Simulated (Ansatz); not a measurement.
Basis sets compared for Be3Br4⁺. Charge 1, multiplicity 2. Geometry PBE0-D4/def2-SVP. Ansatz on 4 threads of Intel Xeon on a shared host; times are rough, and most runs start from earlier orbitals.

```xyz
7

Be    0.332    1.172   -0.294
Be    0.620   -0.970   -0.495
Be   -0.984   -0.203    0.749
Br   -1.217   -0.017   -1.559
Br   -0.221   -2.171    1.055
Br    2.225    0.382   -0.882
Br   -0.756    1.807    1.428
```

The structure comes from a short search, and lower isomers may exist.

```
           level  functions  energy (Eh)  HOMO (eV)  LUMO (eV)  wall time
       HF/STO-3G         87  -10222.1947     -10.54      -2.43      2.4 s
 PBE-D4/def2-SVP        155  -10337.9316      -9.42      -8.48      5.5 s
PBE0-D4/def2-SVP        155  -10338.3009     -10.34      -7.74       12 s
```

**Question.** Estimate the rows for HF/def2-TZVP, PBE-D4/def2-TZVP (with forces), PBE0-D4/def2-TZVP.

**Answer.** 
```json
{"level": "HF/def2-TZVP", "functions": "249", "energy (Eh)": "-10333.5755", "HOMO (eV)": "-12.05", "LUMO (eV)": "-3.87", "wall time": "24 s"}
{"level": "PBE-D4/def2-TZVP (with forces)", "functions": "249", "energy (Eh)": "-10339.2346", "HOMO (eV)": "-9.14", "LUMO (eV)": "-8.14", "wall time": "14 s"}
{"level": "PBE0-D4/def2-TZVP", "functions": "249", "energy (Eh)": "-10339.6079", "HOMO (eV)": "-10.01", "LUMO (eV)": "-7.32", "wall time": "35 s"}
```
